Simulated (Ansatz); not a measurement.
Two members of one family (Series GeH2MeX), computed with Ansatz in the gas phase. The two geometries come from different levels. Binding counts from free atoms in the multiplicity of their measured ground term, without zero-point energy. A dash marks a value that wasn't run or was left out as unsound. The structures are stationary points that may keep the symmetry of their start. Remarks come from the PBE and PBE0 runs and from stability tests at other levels; not every state was tested. HOMO above LUMO (over both spins in singlets and doublets, within one spin in higher multiplets; at PBE or PBE0), or a gap under 0.15 eV within one spin, warns that the state may not be the lowest or that an electron is smeared out.

First: GeH2MeF (singlet, charge 0, r2SCAN-D4/def2-TZVP geometry).

```xyz
8

Ge   -0.440    0.697    0.353
H    -1.839    0.946   -0.227
H     0.371    1.996    0.462
C     0.515   -0.743   -0.522
H     0.696   -0.500   -1.571
H    -0.072   -1.660   -0.469
H     1.473   -0.906   -0.028
F    -0.703    0.171    2.000
```

| level | HOMO (eV) | LUMO (eV) | gap (eV) | vertical IE (eV) | binding per atom (eV) |
| --- | --- | --- | --- | --- | --- |
| PBE-D4/def2-SVP | -7.46 | -0.23 | 7.23 | – | 3.48 |
| revPBE-D4/def2-TZVP | -7.60 | -0.36 | 7.24 | – | 3.40 |
| r2SCAN-D4/def2-TZVP | -8.00 | -0.12 | 7.88 | 11.16 | 3.47 |
| r2SCANh-D4/def2-TZVP | -8.53 | 0.18 | 8.71 | – | 3.45 |
| PBE0-D4/def2-TZVP | -9.08 | 0.40 | 9.48 | 11.36 | 3.43 |

Remarks: gap within one spin near zero at PBE or PBE0 (+1 doublet), HOMO above LUMO (+1 doublet).

Second: GeH2Me(vinyl) (singlet, charge 0, r2SCAN-D4/def2-SVP geometry).

```csv
atom,x (Å),y (Å),z (Å)
Ge1,-0.5964,-0.5066,-0.4605
H2,-1.6034,0.4842,-1.0748
H3,-0.5761,-1.7963,-1.3056
C4,-1.1043,-0.9542,1.3739
H5,-2.0893,-1.4432,1.3968
H6,-1.1472,-0.0451,1.9910
H7,-0.3660,-1.6407,1.8171
C8,1.1554,0.3299,-0.4888
C9,1.3759,1.5799,-0.9188
H10,2.0110,-0.2519,-0.1157
H11,0.5653,2.2103,-1.3065
H12,2.3752,2.0338,-0.9081
```

Task: Estimate the same table for the second.

Result: 
```csv
level,HOMO (eV),LUMO (eV),gap (eV),vertical IE (eV),binding per atom (eV)
PBE-D4/def2-SVP,-6.51,-1.08,5.42,–,3.83
revPBE-D4/def2-TZVP,-6.54,-1.19,5.36,–,3.73
r2SCAN-D4/def2-TZVP,-6.82,-1.06,5.76,9.56,3.77
r2SCANh-D4/def2-TZVP,-7.24,-0.69,6.54,–,3.76
PBE0-D4/def2-TZVP,-7.72,-0.27,7.45,9.72,3.77
```
